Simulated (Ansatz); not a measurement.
Born–Oppenheimer molecular dynamics of C₂H₈O₂Si (13 atoms, charge 0, multiplicity 1). It starts from a relaxed structure.

Theory: RKS PBE/6-31G in Ansatz.

- ensemble: NVT, Nosé–Hoover chain
- time step: 0.5 fs
- steps asked: 150
- set temperature: 300 K
- thermostat: time constant 50 fs, chain length 3
- seed: 789151

First frame:

```xyz
13
Properties=species:S:1:pos:R:3
Si -0.012 -0.078 0.136
C 0.036 -0.070 2.032
H -0.979 -0.150 2.454
H 0.646 -0.906 2.410
H 0.475 0.878 2.387
C 1.694 0.067 -0.679
H 2.331 -0.771 -0.351
H 1.611 0.019 -1.777
H 2.183 1.014 -0.399
O -1.071 1.264 -0.236
H -1.233 1.500 -1.176
O -0.642 -1.567 -0.532
H -1.516 -1.896 -0.227
```

**Question.** How far do the bonds stretch over the last three quarters of this one trajectory? (Pairs bonded in most of those frames.)

**Answer.** 
```csv
bond,mean (Å),spread (Å),shortest,longest
Si1–C2,1.900,0.018,1.87,1.93
Si1–C6,1.902,0.022,1.86,1.93
Si1–O10,1.762,0.054,1.67,1.84
Si1–O12,1.755,0.051,1.68,1.83
C2–H3,1.104,0.011,1.08,1.13
C2–H4,1.103,0.009,1.09,1.12
C2–H5,1.105,0.022,1.07,1.14
C6–H7,1.103,0.026,1.06,1.14
C6–H8,1.104,0.012,1.08,1.13
C6–H9,1.104,0.015,1.08,1.13
O10–H11,0.983,0.015,0.95,1.01
O12–H13,0.986,0.022,0.95,1.03
```

Mean temperature of the second half: 194 K. The conserved energy stayed within 0.18 meV per atom of its start (net change 0.15 meV per atom), so the integration is sound. The mean temperature of the second half is 35 % below the set value. A run of 0.075 ps of so small a system gives no equilibrium averages. Limits of this set-up: no polarisation functions.

Time of the run: 8.9 min on 1 thread of Arm Neoverse V1 (shared host), peak memory 0.1 GiB.
